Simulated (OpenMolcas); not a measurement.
Levels of Ru3+ by method

- Program: OpenMolcas 26.06
- Basis: ANO-RCC-VTZP [7s6p4d2f1g]
- Scalar Hamiltonian: DKH2, point nucleus
- Active space: 5 electrons in 5 orbitals (4d)
- State averaging: 2S+1 = 6 even, 1 root; 2S+1 = 4 even, 24 roots; 2S+1 = 2 even, 75 roots
- Spin-orbit coupling: RASSI with atomic mean-field integrals over the reference wave functions, term energies averaged over their components

Methods on the same reference wave functions:
A. CASSCF
B. SS-CASPT2, IPEA 0.25 Eh, imaginary shift 0.1 Eh (closed shells correlated: 4s 4p)
C. MS-CASPT2, IPEA 0.25 Eh, imaginary shift 0.1 Eh (closed shells correlated: 4s 4p)
D. XMS-CASPT2, IPEA 0.25 Eh, imaginary shift 0.1 Eh (closed shells correlated: 4s 4p)

Energies in eV above 4d⁵ ⁶S_5/2.

```json
{"Level": "4d⁵ ⁶S_5/2", "A": "0.0000", "B": "0.0000", "C": "0.0000", "D": "0.0000"}
{"Level": "4d⁵ ⁴G_5/2", "A": "3.4071", "B": "2.956", "C": "2.956", "D": "2.928"}
{"Level": "4d⁵ ⁴G_7/2", "A": "3.4315", "B": "2.985", "C": "2.985", "D": "2.957"}
{"Level": "4d⁵ ⁴G_11/2", "A": "3.4382", "B": "2.994", "C": "2.994", "D": "2.967"}
{"Level": "4d⁵ ⁴G_9/2", "A": "3.4459", "B": "3.002", "C": "3.002", "D": "2.975"}
{"Level": "4d⁵ ⁴P_5/2 [56 %]", "A": "3.8514", "B": "3.249", "C": "3.249", "D": "3.189"}
{"Level": "4d⁵ ⁴P_3/2 [59 %]", "A": "3.9051", "B": "3.305", "C": "3.305", "D": "3.243"}
{"Level": "4d⁵ ⁴P_1/2 [71 %]", "A": "3.9769", "B": "3.393", "C": "3.393", "D": "3.328"}
{"Level": "4d⁵ ⁴D_7/2", "A": "4.2174", "B": "3.531", "C": "3.531", "D": "3.485"}
{"Level": "4d⁵ ⁴D_1/2 [71 %]", "A": "4.2970", "B": "3.637", "C": "3.637", "D": "3.584"}
{"Level": "4d⁵ ⁴D_3/2 [59 %]", "A": "4.3508", "B": "3.706", "C": "3.706", "D": "3.650"}
{"Level": "4d⁵ ⁴D_5/2 [59 %]", "A": "4.3518", "B": "3.704", "C": "3.704", "D": "3.649"}
{"Level": "4d⁵ ²I_11/2", "A": "4.8943", "B": "4.391", "C": "4.391", "D": "4.372"}
{"Level": "4d⁵ ²I_13/2", "A": "4.9490", "B": "4.453", "C": "4.453", "D": "4.437"}
{"Level": "4d⁵ ²D_5/2(1) [51 %]", "A": "5.3739", "B": "4.636", "C": "4.636", "D": "4.586"}
{"Level": "4d⁵ ²D_3/2(1) [55 %]", "A": "5.5127", "B": "4.732", "C": "4.732", "D": "4.692"}
{"Level": "4d⁵ ⁴F_7/2 [55 %]", "A": "5.6533", "B": "4.855", "C": "4.855", "D": "4.802"}
{"Level": "4d⁵ ⁴F_9/2", "A": "5.6606", "B": "4.851", "C": "4.851", "D": "4.805"}
{"Level": "4d⁵ ⁴F_5/2", "A": "5.7321", "B": "4.930", "C": "4.930", "D": "4.876"}
{"Level": "4d⁵ ²F_7/2(1) [59 %]", "A": "5.7984", "B": "5.059", "C": "5.059", "D": "4.992"}
{"Level": "4d⁵ ⁴F_3/2 [55 %]", "A": "5.8678", "B": "5.077", "C": "5.077", "D": "5.028"}
{"Level": "4d⁵ ²H_11/2", "A": "6.1608", "B": "5.515", "C": "5.515", "D": "5.462"}
{"Level": "4d⁵ ²G_7/2(1)", "A": "6.2240", "B": "5.385", "C": "5.385", "D": "5.371"}
{"Level": "4d⁵ ²F_5/2(2)", "A": "6.6575", "B": "5.691", "C": "5.691", "D": "5.679"}
```

Among B to D the level of the table that moves most is 4d⁵ ²F_7/2(1) [59 %], by 540 cm-1 (lowest in D, highest in C). Moves below CASPT2's spread within the term are not significant.

From A to B the spin-free energies of the other terms of 4d⁵ shown, above ⁶S, scale by factors of 0.84 to 0.90, as is usual when dynamic correlation screens the repulsion within a d or f shell.

The lowest spin-free term lies below A's lowest term by 0.363 hartree in B, 0.363 hartree in C, 0.363 hartree in D.

CASPT2 breaks the degeneracy within a term, and the mean is taken; among the terms shown or strongly mixed into the levels shown the widest spread is 2400 cm-1 (4d⁵ ²H, D). The CASPT2 spread within a term exceeds the gap to the next term for 4d⁵ ²D(1) and 4d⁵ ⁴F, so the order of their levels is uncertain, and so are names and mixing where such terms share a J (figures for C; the like holds for D). Without dynamic correlation excited terms often stand tens of per cent too high (terms of higher spin than the ground term too low), and those without a measured partner can miss by more than the paired ones (holds for A). Blocks of more than 70 roots (2S+1 = 2 even) ran without multistate coupling (holds for C). Levels of configurations outside the active space are missing. Levels that lie high or do not pair safely by name in every column are left out.

A share in square brackets marks a mixed level and gives the weight of the term that names it, the lowest over the columns. A number in round brackets counts repeated terms of one configuration in the order of the reference energies.
